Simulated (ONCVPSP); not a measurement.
# Nd: variants of one ONCV potential

Base potential:

* Element: Nd (Z = 60)
* Generator: ONCVPSP 4.0.1
* Type: optimised norm-conserving Vanderbilt (ONCV)
* Functional: PBE
* Relativity: fully relativistic
* Frozen core: [Kr] 4d10
* Valence charge: 14
* Reference configuration: 4f4 5s2 5p6 6s1.75 6p0.25
* Partial waves: 5s+6s: rc 2.50 bohr, ncon 3, nbas 8, qcut 4.9 1/bohr, 2 projectors; 5p+6p: rc 3.35 bohr, ncon 4, nbas 8, qcut 3.3 1/bohr, 2 projectors; d scattering state at 0.32 Ha: rc 3.20 bohr, ncon 5, nbas 8, qcut 3.1 1/bohr, 2 projectors, debl 0.6 Ha; 4f: rc 1.05 bohr, ncon 4, nbas 9, qcut 15.8 1/bohr, 1 projector
* Local potential: polynomial inside 0.95 bohr (lpopt 4, dvloc0 2 Ha)
* Core correction: polynomial model core, fcfact 0.3

Open shells are filled in proportion to 2j + 1.

In the d channel the program set the typed energies aside and used -0.077, 0.523 Ha (j = l + 1/2; the other j can differ).

Cutoffs, loose and tight: the cutoffs (Ha) at which the residual kinetic energy of the hardest occupied pseudo-wave falls to 1 and 0.1 mHa per electron. They do not see the model core or the augmentation charge, which bear on the density cutoff. Test errors are all-electron minus pseudo excitation energies from the reference, over the configurations 4f4 5s2 5p6 6s2 6p0; 4f4 5s2 5p6 6s1 6p0; 4f4 5s2 5p6 6s0 6p0; 4f2 5s2 5p6 6s0 6p0. A dash means not determined; rows that change the core or the reference have their own tests.

A true bound ghost makes a file unfit for plane-wave use even where its test errors are small: the radial tests pick states by their node count and pass the ghost by.

```csv
change,outcome,"cutoff, loose","cutoff, tight",bound ghosts,GHOST(+) flags above zero,largest test error (meV)
base,"generated, projector energies reset by the program",106 Ha,258 Ha,"s, p3/2, p1/2","d5/2, d3/2",tests left out (the all-electron energies of this program are off by 10 to 40 meV for near-neutral 4f atoms)
p: rc 2.78,"generated, projector energies reset by the program",106 Ha,258 Ha,s,"p3/2, d5/2, p1/2, d3/2",tests left out (the all-electron energies of this program are off by 10 to 40 meV for near-neutral 4f atoms)
p: nbas 9,"generated, projector energies reset by the program",106 Ha,258 Ha,"s, p3/2","d5/2, d3/2",tests left out (the all-electron energies of this program are off by 10 to 40 meV for near-neutral 4f atoms)
core correction none,"generated, projector energies reset by the program",106 Ha,258 Ha,"s, p3/2, p1/2","d5/2, d3/2",tests left out (the all-electron energies of this program are off by 10 to 40 meV for near-neutral 4f atoms)
s: rc 2.06,"generated, projector energies reset by the program",106 Ha,258 Ha,"s, p3/2, p1/2","d5/2, d3/2",tests left out (the all-electron energies of this program are off by 10 to 40 meV for near-neutral 4f atoms)
functional LDA (Perdew-Wang 92),"generated, projector energies reset by the program",106 Ha,126 Ha,"s, p3/2, p1/2","d5/2, d3/2",tests left out (the all-electron energies of this program are off by 10 to 40 meV for near-neutral 4f atoms)
"local potential polynomial inside 0.95 bohr (lpopt 4, dvloc0 -2.5 Ha)","generated, projector energies reset by the program",106 Ha,258 Ha,"s, p3/2, p1/2","d5/2, d3/2",tests left out (the all-electron energies of this program are off by 10 to 40 meV for near-neutral 4f atoms)
```

What comes out with this change to the base: p: qcut 3.7?

outcome: generated, projector energies reset by the program; cutoff, loose: 106 Ha; cutoff, tight: 258 Ha; bound ghosts: s, p1/2; GHOST(+) flags above zero: p3/2, d5/2, d3/2; largest test error (meV): tests left out (the all-electron energies of this program are off by 10 to 40 meV for near-neutral 4f atoms).

What comes out with this change to the base: reference 4f4 5s2 5p6 6s2; wave 5p+6p: rc 3.35 bohr, ncon 4, nbas 8, qcut 3.3 1/bohr, 2 projectors becomes 5p: rc 3.35 bohr, ncon 4, nbas 8, qcut 3.3 1/bohr, 2 projectors, debl 1.2 Ha?

outcome: generated, projector energies reset by the program; cutoff, loose: 106 Ha; cutoff, tight: 385 Ha; bound ghosts: s, p3/2, p1/2; GHOST(+) flags above zero: d5/2, d3/2; largest test error (meV): tests left out (the all-electron energies of this program are off by 10 to 40 meV for near-neutral 4f atoms).
